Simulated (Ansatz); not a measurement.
Correlation energies of C4H2F4 (`FCC#CC(F)(F)F`) by basis set

Cartesian coordinates in Å:
```
F -1.407 1.617 1.910
C -1.384 1.447 0.546
C -0.416 0.435 0.161
C 0.378 -0.398 -0.174
C 1.345 -1.413 -0.582
F 1.035 -2.611 -0.082
F 2.576 -1.108 -0.165
F 1.383 -1.526 -1.913
H -2.384 1.152 0.216
H -1.127 2.405 0.082
```

Total charge 0; spin multiplicity 1. The geometry is a stationary point of PBE0-D4/def2-TZVP. Frozen core, restricted reference, Ansatz. CBS rows extrapolate triple and quadruple zeta; past MP2 they add the triple-zeta difference.

| basis | HF (Eh) | MP2 corr. | CCSD corr. | (T) | CCSD(T) total |
| --- | --- | --- | --- | --- | --- |
| def2-SVP | -549.88292 | -1.23708 | -1.26691 | ? | ? |
| def2-TZVPP | ? | -1.60176 | -1.61541 | -0.06032 | ? |
| def2-QZVPP | -550.57979 | ? | – | – | – |
| CBS(def2) | -550.58299 | -1.83940 | ? | as TZ | ? |

Task: Fill in the withheld values. (Best estimate.)

Result: Computed: def2-SVP (T): -0.03308; def2-SVP CCSD(T) total: -551.18291; def2-TZVPP HF (Eh): -550.55658; def2-TZVPP CCSD(T) total: -552.23231; def2-QZVPP MP2 corr.: -1.73828; CBS(def2) CCSD corr.: -1.85305; CBS(def2) CCSD(T) total: -552.49636.
